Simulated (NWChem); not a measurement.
System: CdGeH3F; SMILES [F][Cd][GeH3]

The following NWChem deck was run.

```
start job
memory heap 200 mb stack 900 mb global 1100 mb
geometry units angstroms noautosym nocenter noautoz
  Cd    -0.493282     0.694208    -0.003637
  F     -0.684053     2.629907    -0.004177
  Ge    -0.248372    -1.796173    -0.002967
  H      0.068357    -2.315072    -1.418554
  H      0.892357    -2.233889     0.935515
  H     -1.548045    -2.471659     0.474767
end
basis spherical
  * library def2-svpd
end
ecp
  Cd library def2-ecp
end
dft
  xc b3lyp
  iterations 150
end
property
  response 1 0.0
end
task dft property
```

Parts of the log:

```
             Northwest Computational Chemistry Package (NWChem) 7.3.0
             --------------------------------------------------------

                             Geometry "geometry" -> ""
                             -------------------------

 Output coordinates in angstroms (scale by  1.889725989 to convert to a.u.)

  No.       Tag          Charge          X              Y              Z
 ---- ---------------- ---------- -------------- -------------- --------------
    1 Cd                  48.0000    -0.49328200     0.69420800    -0.00363700
    2 F                    9.0000    -0.68405300     2.62990700    -0.00417700
    3 Ge                  32.0000    -0.24837200    -1.79617300    -0.00296700
    4 H                    1.0000     0.06835700    -2.31507200    -1.41855400
    5 H                    1.0000     0.89235700    -2.23388900     0.93551500
    6 H                    1.0000    -1.54804500    -2.47165900     0.47476700

 Effective nuclear repulsion energy (a.u.)     535.5694014342

                                 NWChem DFT Module
                                 -----------------

 Summary of "ao basis" -> "ao basis" (spherical)
 ------------------------------------------------------------------------------
       Tag                 Description            Shells   Functions and Types
 ---------------- ------------------------------  ------  ---------------------
 Cd                        def2-svpd                12       34   5s4p2d1f
 F                         def2-svpd                 9       23   4s3p2d
 Ge                        def2-svpd                14       38   6s4p4d
 H                         def2-svpd                 4        8   2s2p

            General Information
            -------------------
          SCF calculation type: DFT
          Wavefunction type:  closed shell.
          No. of atoms     :     6
          No. of electrons :    64
           Alpha electrons :    32
            Beta electrons :    32
          Charge           :     0
          Spin multiplicity:     1
          Use of symmetry is: off; symmetry adaption is: off
          Maximum number of iterations: 150
          AO basis - number of functions:   119
                     number of shells:    47
          Convergence on energy requested:  1.00D-06
          Convergence on density requested:  1.00D-05
          Convergence on gradient requested:  5.00D-04

              XC Information
              --------------
                         B3LYP Method XC Potential
                     Hartree-Fock (Exact) Exchange  0.200
                        Slater Exchange Functional  0.800 local
                    Becke 1988 Exchange Functional  0.720 non-local
              Lee-Yang-Parr Correlation Functional  0.810
                  VWN I RPA Correlation Functional  0.190 local

             Grid Information
             ----------------
          Grid used for XC integration:  medium
          Radial quadrature: Mura-Knowles
          Angular quadrature: Lebedev.
          Tag              B.-S. Rad. Rad. Pts. Rad. Cut. Ang. Pts.
          ---              ---------- --------- --------- ---------
          Cd                  1.55      123          11.0       590
          F                   0.50       49          14.0       434
          Ge                  1.25      112          13.0       590
          H                   0.35       45          14.0       434
          Grid pruning is: on
          Number of quadrature shells:   419
          Spatial weights used:  Erf1

      Superposition of Atomic Density Guess
      -------------------------------------

 Sum of atomic energies:       -2367.81214169

      Non-variational initial energy
      ------------------------------

 Total energy =   -2343.049199
 1-e energy   =   -3859.959267
 2-e energy   =    1252.557356
 HOMO         =      -0.334777
 LUMO         =      -0.027417

   convergence    iter        energy       DeltaE   RMS-Dens  Diis-err
 ---------------- ----- ----------------- --------- --------- ---------
 d= 0,ls=0.0,diis     1  -2346.0595834451 -2.61D+03  2.26D-02  8.59D-01
 d= 0,ls=0.0,diis     2  -2344.8471864952  1.21D+00  1.55D-02  1.38D+01
 d= 0,ls=0.0,diis     3  -2346.1743552450 -1.33D+00  1.92D-03  4.84D-02
 d= 0,ls=0.0,diis     4  -2346.1788427066 -4.49D-03  7.68D-04  5.55D-03
 d= 0,ls=0.0,diis     5  -2346.1793919801 -5.49D-04  2.62D-04  1.05D-03
  Resetting Diis
 d= 0,ls=0.0,diis     6  -2346.1795039700 -1.12D-04  3.85D-05  7.78D-05
 d= 0,ls=0.0,diis     7  -2346.1795077522 -3.78D-06  2.43D-05  3.77D-06
 d= 0,ls=0.0,diis     8  -2346.1795071994  5.53D-07  1.34D-05  1.08D-05
 d= 0,ls=0.0,diis     9  -2346.1795080315 -8.32D-07  2.72D-06  2.90D-07

         Total DFT energy =    -2346.179508031491
      One electron energy =    -3859.937487902601
           Coulomb energy =     1355.563223852614
    Exchange-Corr. energy =     -106.157956150487
 Nuclear repulsion energy =      264.352712168984

 Numeric. integr. density =       63.999991753903

                       DFT Final Molecular Orbital Analysis
                       ------------------------------------

[...]

 DFT Linear Response polarizability / au
 Frequency  =       0.0000000 / au
              X              Y              Z
 -----------------------------------------------
 X      55.2658794     -3.5773752      0.0034640
 Y      -3.5773723     91.3045115     -0.0098821
 Z       0.0034640     -0.0098816     54.9154998
 -----------------------------------------------
 Eigenvalues =      54.9122864     91.6561907     54.9174136
 Isotropic   =      67.1619636
 Anisotropic =      36.7413410
 -----------------------------------------------

 Magnetic Dipole Response Matrix (nonzero elements):

 Exiting AOResponse driver routine
```

Level: B3LYP/def2-SVPD with def2 effective core potentials on Cd. Structure relaxed at the PBE0/def2-SVP level. No frequency run checked for a minimum. def2 effective core potentials on Cd; no spin-orbit coupling.
